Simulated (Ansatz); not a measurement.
`[CH3][GeH]([OH])[Cl]` + H₂O → `[OH][GeH]([OH])[Cl]` + CH₄ at 400 K and 1 bar (formal hydrolysis of a Ge–C bond).

Calculated with Ansatz (gas phase, PBE0-D4/def2-TZVP geometries, no zero-point term in ΔE). CCSD(T)/CBS is the MP2 limit (def2-TZVPP, def2-QZVPP) plus CCSD(T) − MP2 in def2-TZVPP, frozen cores. This one scheme is used for every species. For Ge outer-core shells are correlated without core-valence functions, which leaves a few kJ/mol of doubt a bond. Scalar relativity is left out up to krypton. Each species was taken in one conformer, which may not be the lowest.

```
               species  CCSD(T)/CBS energy (Eh)  H − E (kJ/mol)  S (J/(mol·K))
`[CH3][GeH]([OH])[Cl]`              -2652.20691           188.6          377.4
                   H₂O                -76.37941            69.8          198.6
 `[OH][GeH]([OH])[Cl]`              -2688.14170           126.6          365.4
                   CH₄                -40.46206           131.3          197.2
```

H − E and S are ideal-gas, rigid-rotor, harmonic terms from PBE0-D4/def2-TZVP, for one conformer and one mirror image of each species. 1 Eh = 2625.50 kJ/mol, R = 8.31446 J/(mol·K).

**Question.** By hand: ΔE, ΔH, ΔS and ΔG.

**Answer.** ΔE = (-2688.14170) + (-40.46206) − (-2652.20691) − (-76.37941) = -0.01744 Eh = -45.8 kJ/mol. Δ(H − E) = 126.6 + 131.3 − 188.6 − 69.8 = -0.5, so ΔH = -46.3 kJ/mol. ΔS = 365.4 + 197.2 − 377.4 − 198.6 = -13.4 J/(mol·K). ΔG = -46.3 − 400 × (-13.4)/1000 = -40.9 kJ/mol.

**Question.** By hand: the equilibrium constant, and the temperature at which ΔG would vanish if ΔH and ΔS stayed fixed.

**Answer.** log₁₀ K = −ΔG/(RT ln 10) = 5.3. ΔG = 0 at ΔH/ΔS = 3455 K, far beyond where these terms or the molecules hold.

The number of gas molecules stays the same, so ΔS is small and ΔH decides. A doubt of 5 kJ/mol in ΔE shifts log₁₀ K by 0.7 here. Other conformers and mirror images would add mixing entropy, several J/(mol·K) or more a flexible species. These are equilibria of isolated gas molecules and say nothing of rates. Largest T1 diagnostic: 0.011 (customary marks: 0.02 for closed shells, 0.045 for open ones).
